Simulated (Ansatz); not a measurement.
Reaction (homolysis of the Ge–H bond): `[F][GeH]([F])[Cl]` → `[F][Ge]([F])[Cl]`• + H•

Computed with Ansatz on PBE0-D4/def2-TZVP structures; ΔE is electronic, products minus reactants. CCSD(T)/CBS adds triple-zeta CCSD(T) − MP2 to the extrapolated MP2 energy (def2 sets, frozen cores). This one scheme is used for every species, atoms too. Functionals use def2-TZVPP. No spin–orbit coupling; open shells (•) take unrestricted orbitals. Bonds to Ge are less sure, by a few kJ/mol each and by 10 to 20 or more in all where they break to atoms, as the def2 sets lack core-valence functions. Scalar relativity is left out up to krypton.

CCSD(T)/CBS gives +386.1 kJ/mol.

(1) Another level gave +378.2 kJ/mol. Which?
A. CCSD(T)/def2-TZVPP
B. revPBE-D4/def2-TZVPP
C. LC-ωPBE/def2-TZVPP
D. BLYP-D4/def2-TZVPP

Largest T1 diagnostic among the species: 0.014.

## Answers

(1) A. CCSD(T)/def2-TZVPP 378.2, LC-ωPBE 362.4, revPBE-D4 337.0, BLYP-D4 341.4 kJ/mol.

Leaving LDA and LC-ωPBE aside and taking each functional with its dispersion term where it has one, the values, not all of them listed here, spread over 36.7 kJ/mol, from revPBE-D4 to ωB97X-V. LDA lies +43.8 kJ/mol from PBE without D4, its usual overbinding. From BLYP to BHLYP (50 % exact exchange), in def2-TZVPP and without D4, ΔE moves by +29.5 kJ/mol.
